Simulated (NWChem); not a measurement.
F4Te

SMILES: F[Te](F)(F)F
```xyz
5

Te     0.0000     0.0000     0.2957
F     -1.9591     0.0000     0.0885
F      0.0000     1.4691    -0.9429
F      1.9591     0.0000     0.0885
F      0.0000    -1.4691    -0.9429
```
Charge 0, spin multiplicity 1.

Everything below was run with NWChem. All single points use one geometry, from PBE/def2-SVP with def2 effective core potentials on Te, a minimum by its harmonic frequencies.

Symmetry labels belong to the abelian group C2v used in the runs, with the axes of the coordinates shown.

Effective core potentials replace the inner electrons of Te; spin-orbit coupling is left out. The structure started from a generated list of species.

Question: List the lowest 4 singlet excitations that CIS/def2-SVP with def2 effective core potentials on Te gives, with oscillator strengths.

Answer: 
| state | symmetry | energy (eV) | wavelength (nm) | f |
|---|---|---|---|---|
| 1 | b2 | 7.21 | 172 | 0.175 |
| 2 | a1 | 8.56 | 145 | 0.168 |
| 3 | a2 | 9.31 | 133 | 0.000 |
| 4 | b1 | 9.31 | 133 | 0.014 |
